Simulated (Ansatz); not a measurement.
| atom | x (Å) | y (Å) | z (Å) |
| --- | --- | --- | --- |
| O | 0.0000 | 0.0000 | -0.3867 |
| O | 0.0000 | 0.9759 | 0.1934 |
| O | 0.0000 | -0.9759 | 0.1934 |

Basis set: 6-31G* (spherical functions). Left uncorrelated: 3 orbitals. Charge 0, multiplicity 1.

Computed with Ansatz (development build ahead of 0.2.0); each method stands on the lowest determinant of its kind that the runs found. Restricted open shells among the atoms or ions are ROHF, correlated in semicanonical orbitals with singles.

Problem. Give the atomization energy at this shape (free ground-state atoms in the same class of orbitals less the molecule, no zero-point energy) of singlet O3 by RHF-MP2, RHF.

Solution.

```tsv
method	atomization energy
RHF-MP2	403.8 kJ/mol
RHF	-250.8 kJ/mol
```

Caution: in another basis set an unrestricted determinant lies well below; the shape is not the minimum. Caution for RHF: the molecule lies well above its atoms at this level.
